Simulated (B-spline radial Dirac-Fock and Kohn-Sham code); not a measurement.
## Xe⁶⁺: eigenvalues, ΔSCF and the reference

System: Xe⁶⁺, configuration 1s2 2s2 2p6 3s2 3p6 3d10 4s2 4p6 4d9 5s2 5p1 (not the ground configuration).

The density-functional columns are spherical, spin-unpolarised Dirac-Kohn-Sham results without Breit or QED terms: −ε is minus the orbital energy of the initial state and ΔSCF the difference of two total energies. The reference in the last column comes from ΔSCF Dirac-Fock with Breit, self-energy and vacuum polarisation, finite nucleus, configuration average. All numbers are from an atomic code on a B-spline grid, in eV; a selection of levels is shown. The Kohn-Sham columns are given as differences from the reference. For the 1s level of heavy atoms much of the gap between ΔSCF and the reference is the Breit and QED part, -123.4 eV here; for other levels the error of the functional can be larger.

```
level  LDA −ε − DF  LDA ΔSCF − DF  Dirac-Fock
    K       -261.5         +112.4     34658.1
   L1       -124.8          -54.3      5552.9
   L2        -93.7           -6.5      5201.6
   L3        -97.4          -16.1      4881.1
   M1        -63.9          -37.7      1243.7
   M2        -51.2          -24.1      1097.7
   M3        -50.6          -24.4      1035.4
   M4        -32.3           -3.3       781.6
   N1        -28.3          -15.1       310.1
   N2        -21.4           -8.5       255.6
   N3        -21.4           -8.8       242.9
 N4,5        -10.8           +1.0       153.3
   O1         -3.7           +3.2       93.84
 O2,3         -5.0           +1.2       79.33
```

Values without a named source are computed, but for edge energies of neutral atoms, which are taken from tables.
